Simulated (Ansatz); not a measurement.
Reaction (formal exchange of groups at the Si–S bond): `S[SiH2]BCl` + `C=CCC[SiH3]` → `[SiH3][SiH2]BCl` + `C=CCCS`

Computed with Ansatz on PBE0-D4/def2-TZVP structures; ΔE is electronic, products minus reactants. CBS: MP2 limit from def2 TZ/QZ plus the TZ coupled-cluster correction, frozen cores. Functionals use def2-TZVPP. Each species was taken in one conformer, which may not be the lowest.

CCSD(T)/CBS gives +88.4 kJ/mol.

Task: Another level gave +85.6 kJ/mol. Which?
A. MP2/def2-TZVPP
B. PBE0/def2-TZVPP
C. PBE-D4/def2-TZVPP
D. r2SCAN-D4/def2-TZVPP

Result: D. r2SCAN-D4 85.6, PBE-D4 76.2, MP2/def2-TZVPP 95.1, PBE0 80.4 kJ/mol.

Largest T1 diagnostic among the species: 0.014.

In def2-TZVPP, CCSD(T) changes the Hartree–Fock value by −12.9 kJ/mol (the triples alone add −1.9 kJ/mol) and MP2 by −4.5 kJ/mol. From PBE to PBE0 (25 % exact exchange), in def2-TZVPP and without D4, ΔE moves by +4.5 kJ/mol.
